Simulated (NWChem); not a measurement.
Species: CAuO cation; SMILES [O+]#[C-]->[Au+]

```xyz
3

Au    -0.2735    -0.2134    -0.2257
O      1.7368     1.3544     1.4332
C      0.9868     0.7694     0.8143
```
Atoms are numbered in this order, from 1.

Level: PBE-D3(BJ)/def2-SVP with def2 effective core potentials on Au (NWChem), optimised geometry, unscaled harmonic frequencies. The spin multiplicity was typed, not searched, and may not be the lowest. def2 effective core potentials on Au; no spin-orbit coupling.

```tsv
frequency (cm⁻¹)	IR intensity (km/mol)
309	0.1
429	16.6
2229	204.2
```

```yaml
zero_point_energy: 4.7 kcal/mol
thermal correction to the enthalpy at 298.15 K (with zero-point energy): 7.7 kcal/mol
heat capacity Cv: 10.7 cal/(mol K)
entropy at 298.15 K and 1 atm (symmetry number 1): 46.6 cal/(mol K)
```

Rigid rotor and harmonic oscillator.
